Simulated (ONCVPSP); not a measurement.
barium: variants of one ONCV potential

Base potential:

ONCVPSP 4.0.1 input, shortened (lines: element, Z, core and valence counts, functional; n l f; lmax; l rc ep ncon nbas qcut; lloc lpopt rc5 dvloc0; l nproj debl; icmod fcfact rcfact), PBEsol, fully relativistic:

```
  Ba 56.00    9    4  -116133      upf
    1    0    2.00
    2    0    2.00
    2    1    6.00
    3    0    2.00
    3    1    6.00
    3    2   10.00
    4    0    2.00
    4    1    6.00
    4    2   10.00
    5    0    2.00
    5    1    6.00
    5    2    1.00
    6    0    1.00
    3
    0    2.55    0.00    4    8    4.30
    1    2.60    0.00    4    7    6.10
    2    3.25    0.00    5    9    3.50
    3    2.50    0.05    3    6    3.80
    4    5    1.85    2.00
    0    2    1.10
    1    2    1.80
    2    3    2.50
    3    2    2.40
    1    0.30    0.00
```

Open shells are filled in proportion to 2j + 1.

Cutoffs, loose and tight: the cutoffs (Ha) at which the residual kinetic energy of the hardest occupied pseudo-wave falls to 1 and 0.1 mHa per electron. They do not see the model core or the augmentation charge, which bear on the density cutoff. Test errors are all-electron minus pseudo excitation energies from the reference, over the configurations 5s2 5p6 5d0 6s2; 5s2 5p6 5d0 6s1; 5s2 5p6 5d0 6s0; 5s2 5p5 5d0 6s2. A dash means not determined; rows that change the core or the reference have their own tests. The largest error is taken over the tests solved by every variant that gives reliable tests at all: 5s2 5p5 5d0 6s2; 5s2 5p6 5d0 6s1; 5s2 5p6 5d0 6s2.

For the base: The cutoffs count occupied waves only; projector 2 of the f channel, the hardest unoccupied one, needs 59 Ha at the loose tolerance.

A true bound ghost makes a file unfit for plane-wave use even where its test errors are small: the radial tests pick states by their node count and pass the ghost by.

| change | outcome | cutoff, loose | cutoff, tight | bound ghosts | GHOST(+) flags above zero | largest test error (meV) |
| --- | --- | --- | --- | --- | --- | --- |
| base | generated | 9.3 Ha | 12 Ha | none | s, f7/2, f5/2 | -3.9 |
| f: rc 3.6 | generated | 9.3 Ha | 12 Ha | none | s | -3.9 |
| f: debl 0.75 | generated | 9.3 Ha | 12 Ha | none | s, f7/2, f5/2 | -3.9 |

Question: What comes out with this change to the base: all radii but the core radius scaled by about 1.20 (s 3.06, p 3.12, d 3.90, f 3.00 bohr); local potential polynomial inside 2.22 bohr (lpopt 5, dvloc0 2 Ha)?

Answer: outcome: generated; cutoff, loose: 4.8 Ha; cutoff, tight: 8.5 Ha; bound ghosts: f7/2, f5/2; GHOST(+) flags above zero: f7/2, f5/2; largest test error (meV): -2.9.
